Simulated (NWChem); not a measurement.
Molecule: FeF₂, quintet; SMILES [F][Fe][F]

```xyz
3

Fe     0.0000     0.0000    -0.2564
F      1.7445     0.0000    -0.2567
F     -1.7445     0.0000    -0.2567
```
Atoms are numbered in this order, from 1.

Computed with NWChem. Spin-unrestricted. All runs use the structure optimised with PBE0/def2-SVP, spin-unrestricted. This spin state was assumed; another may lie lower. No stability test was run on the SCF state. B3LYP is NWChem's, with the RPA form of VWN correlation. Vertical excitations in the gas phase; the lowest state need not have the same character in each row. Excited states of an open shell can be spin-contaminated.

For level PBE0/def2-SVP, TDA:

| Property | Result |
|---|---|
| lowest empty minus highest occupied level, either spin (eV) | 4.74 |

### Question
What are these values for level B3LYP/def2-SVP, TDA?

### Answer
- lowest empty minus highest occupied level, either spin (eV) = 3.72
